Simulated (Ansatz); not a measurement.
Computed with Ansatz on PBE0-D4/def2-TZVP structures; ΔE is electronic, products minus reactants. CBS: MP2 limit from def2 TZ/QZ plus the TZ coupled-cluster correction, frozen cores. This one scheme is used for every species. Functionals use def2-TZVPP. One conformer a species, not always the lowest.

Consider the cleavage of the B–Si bond: `F[SiH2]B[SiH3]` + HCl → `[SiH3]BCl` + `F[SiH3]`.

```json
{"species": "`F[SiH2]B[SiH3]`", "r2SCAN-D4 energy (Eh)": "-707.25079"}
{"species": "HCl", "r2SCAN-D4 energy (Eh)": "-460.78592"}
{"species": "`[SiH3]BCl`", "r2SCAN-D4 energy (Eh)": "-776.90611"}
{"species": "`F[SiH3]`", "r2SCAN-D4 energy (Eh)": "-391.17188"}
```

(1) Work out ΔE.

Largest T1 diagnostic among the species: 0.014.

Results:

(1) ΔE = (-776.90611) + (-391.17188) − (-707.25079) − (-460.78592) = -0.04128 Eh = -1.12 eV. CCSD(T)/CBS gives -1.14 eV.

From BLYP to BHLYP (50 % exact exchange), in def2-TZVPP and without D4, ΔE moves by −0.03 eV. The D4 term adds +0.04 eV with B3LYP and +0.02 eV with PBE0; it sums over pairs of atoms, weighted by their polarisabilities, and B3LYP, whose exchange is more repulsive, gets the larger term. At CCSD(T), def2-SVP lies −0.11 eV from the extrapolated value and def2-TZVPP −0.01 eV.

B3LYP here is the variant with VWN-RPA as its local correlation; programs differ in this.
